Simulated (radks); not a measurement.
Problem. Radial electron density D(r) = 4 pi r^2 rho(r) of an atom or ion with 37 electrons. Method: non-relativistic Kohn-Sham, LDA (Slater exchange, Perdew-Wang correlation), spin-polarised, spherical densities, point nucleus; computed with a radial shooting solver on a logarithmic mesh with Libxc functionals.

```
   r/bohr * D(r) (the largest magnitude, 56.8, reaches the edge; | marks zero)
 0.004231 |     *
 0.004887 |       *
 0.005644 |         *
 0.006518 |           *
 0.007527 |              *
 0.008763 |                 *
  0.01012 |                     *
  0.01169 |                         *
   0.0135 |                             *
  0.01571 |                                  *
  0.01815 |                                      *
  0.02096 |                                         *
   0.0242 |                                           *
  0.02795 |                                            *
  0.03254 |                                            *
  0.03758 |                                          *
   0.0434 |                                        *
  0.05013 |                                      *
  0.05789 |                                     *
  0.06739 |                                      *
  0.07783 |                                          *
  0.08989 |                                               *
   0.1038 |                                                   *
   0.1199 |                                                      *
   0.1396 |                                                     *
   0.1612 |                                                *
   0.1861 |                                         *
    0.215 |                                   *
   0.2483 |                                *
    0.289 |                                 *
   0.3338 |                                    *
   0.3855 |                                       *
   0.4452 |                                      *
   0.5142 |                                *
   0.5986 |                        *
   0.6913 |                *
   0.7983 |          *
    0.922 |       *
    1.065 |      *
     1.24 |      *
    1.432 |     *
    1.653 |    *
    1.909 |  *
    2.223 | *
    2.567 |*
    2.965 |*
    3.424 *
    3.954 *
    4.603 *
    5.316 *
     6.14 *
    7.091 *
    8.189 *
    9.533 *
    11.01 *
```

What is the nuclear charge?

Solution. Z = 38. The innermost maximum, from 1s, lies near 1/Z = 0.0263 bohr (found: 0.0289), and its height grows with Z. The density is that of the strontium ion Sr+ in [Kr] 5s1; the configuration itself is not fixed sharply by these data, and Z only to a few units. D(r) has 3 maxima, at r = 0.0289, 0.125, 0.398 bohr, and minima at 0.0579, 0.256 bohr, inside which lie 2.07, 11.09 electrons.
